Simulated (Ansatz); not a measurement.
```xyz
7

N    -0.994    0.300   -0.166
Si    0.580   -0.174    0.196
F     0.569   -1.731    0.497
F     1.618   -0.005   -0.998
H    -1.280    1.263   -0.104
H    -1.601   -0.241   -0.760
H     1.108    0.588    1.336
```

The species carries charge 0 and has multiplicity 1.

(1) List the CAM-B3LYP/def2-TZVPP orbital energies in eV (Ansatz 0.2.0). (Estimate.)

Results:

(1) Ansatz gave: Occupied: -1802.71, -673.51, -673.41, -391.49, -147.05, -102.44, -102.39, -102.35, -34.94, -34.36, -25.95, -17.72, -16.14, -15.43, -15.26, -14.75, -13.84, -13.73, -13.37, -11.80, -9.87. Lowest empty: 1.49, 2.26, 2.73, 3.05, 4.11, 4.57, 5.69, 6.79.
